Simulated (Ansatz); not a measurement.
Two isomers of C2H6ClNSi: A = `N=CC([SiH3])Cl`, B = `C=CN[SiH2]Cl`.

Computed with Ansatz on PBE0-D4/def2-TZVP structures; ΔE is electronic, products minus reactants. CCSD(T)/CBS is the MP2 limit (def2-TZVPP, def2-QZVPP) plus CCSD(T) − MP2 in def2-TZVPP, frozen cores. DFT in def2-TZVPP. One conformer a species, not always the lowest.

**Question.** Which is lower in electronic energy at CCSD(T)/CBS, and by how much? (An estimate is asked.)

**Answer.** Computed: B, by 227.6 kJ/mol.

**Question.** Give E(B) − E(A) in kJ/mol with r2SCAN-D4, BLYP-D4, MP2/def2-TZVPP, CCSD/def2-TZVPP, LDA (SPW92), HF/def2-TZVPP, CCSD(T)/def2-SVP. (Estimate.)

**Answer.** Computed: r2SCAN-D4 -231.8, BLYP-D4 -219.8, MP2/def2-TZVPP -230.6, CCSD/def2-TZVPP -225.6, LDA (SPW92) -228.8, HF/def2-TZVPP -243.4, CCSD(T)/def2-SVP -207.2. None reverses the order clearly.

**Question.** Does the order hold for the free energy at 298.15 K (harmonic terms from PBE0-D4)? (An estimate is asked.)

**Answer.** The calculation gave: Yes: G(B) − G(A) = -218.2 kJ/mol, for one conformer each.

Largest T1 diagnostic: 0.012.

In def2-TZVPP, CCSD(T) changes the Hartree–Fock value by +22.4 kJ/mol (the triples alone add +4.5 kJ/mol) and MP2 by +12.9 kJ/mol. From r2SCAN to r2SCAN0 (25 % exact exchange), in def2-TZVPP and without D4, E(B) − E(A) moves by −6.0 kJ/mol.
